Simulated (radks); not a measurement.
All-electron atom: the zinc ion Zn2+ in [Ar] 3d10 (the NIST ground configuration). Method: scalar-relativistic Kohn-Sham, PBEsol, spin-unpolarised, spherical densities, finite nucleus; Fermi nuclear charge, rms radius 3.9283 fm; computed with a radial shooting solver on a logarithmic mesh with Libxc functionals. Some entries of the table are withheld. Estimate them.

| orbital | occ. | eigenvalue (hartree) | <1/r> (bohr^-1) |
|---|---|---|---|
| 1s | 2 | -350.5193 | (1) |
| 2s | 2 | (2) | (3) |
| 2p | 6 | (4) | 6.460 |
| 3s | 2 | -5.50345 | 2.086 |
| 3p | 6 | -3.82628 | (5) |
| 3d | 10 | -1.13319 | 1.532 |

Answer. 
(1) 1s <1/r> (bohr^-1): 30.21
(2) 2s eigenvalue (hartree): -43.28023
(3) 2s <1/r> (bohr^-1): 6.582
(4) 2p eigenvalue (hartree): -37.62971
(5) 3p <1/r> (bohr^-1): 1.931
